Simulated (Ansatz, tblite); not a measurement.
Forces on B3N3H12, a cluster cut from wurtzite BN (hydrogen-capped) at its PBE-D4/def2-SVP geometry. Total charge 0; singlet.

The xTB rows come from tblite.

GFN1-xTB (tblite), largest force 0.97 eV/Å:

```xyz
18
positions Å, forces eV/Å
B    -0.225    0.648   -1.433    0.014   -0.041   -0.603
B     1.486   -0.120    0.548    0.538   -0.275    0.003
B    -1.090   -1.018    0.547   -0.253   -0.550    0.005
N     1.018    0.986   -0.497    0.465    0.852   -0.071
N    -1.409    0.139   -0.499   -0.893    0.377   -0.072
N     0.203   -0.585    1.368    0.009   -0.028    0.972
H     1.817    1.143   -1.127   -0.535   -0.224    0.375
H     0.888    1.897   -0.032   -0.091   -0.727   -0.203
H    -0.582    1.673   -2.023    0.153   -0.438    0.353
H     0.094   -0.263   -2.189   -0.140    0.400    0.337
H    -1.876    0.933   -0.035    0.524   -0.512   -0.202
H    -2.132   -0.235   -1.129    0.557    0.157    0.376
H     2.310    0.374    1.324   -0.444   -0.170   -0.338
H     1.921   -1.083   -0.073   -0.196    0.425    0.273
H    -0.038    0.108    2.092    0.115   -0.328   -0.675
H     0.492   -1.413    1.907   -0.168    0.483   -0.464
H    -0.833   -2.044   -0.073   -0.108    0.457    0.271
H    -2.044   -1.141    1.323    0.454    0.142   -0.337
```

GFN2-xTB (tblite), largest force 0.80 eV/Å:

```
B 0.069 -0.199 -0.410
B 0.318 -0.310 -0.122
B -0.058 -0.440 -0.120
N 0.392 0.561 -0.121
N -0.655 0.195 -0.122
N 0.040 -0.117 0.684
H -0.479 -0.202 0.335
H -0.112 -0.616 -0.142
H 0.188 -0.537 0.338
H -0.218 0.622 0.456
H 0.471 -0.412 -0.141
H 0.500 0.140 0.336
H -0.458 -0.248 -0.409
H -0.243 0.633 0.427
H 0.083 -0.238 -0.590
H -0.150 0.432 -0.417
H -0.201 0.649 0.425
H 0.513 0.090 -0.408
```

PBE-D4/def2-TZVP (Ansatz), largest force 0.31 eV/Å:

```
B -0.011 0.030 -0.312
B 0.293 -0.106 0.039
B -0.165 -0.265 0.040
N 0.166 0.226 -0.056
N -0.271 0.074 -0.056
N 0.020 -0.057 0.280
H -0.155 -0.045 0.116
H 0.002 -0.175 -0.070
H 0.080 -0.229 0.130
H -0.071 0.202 0.184
H 0.108 -0.139 -0.069
H 0.149 0.061 0.116
H -0.183 -0.111 -0.174
H -0.112 0.220 0.137
H 0.037 -0.107 -0.151
H -0.053 0.152 -0.117
H -0.049 0.242 0.136
H 0.213 0.026 -0.173
```
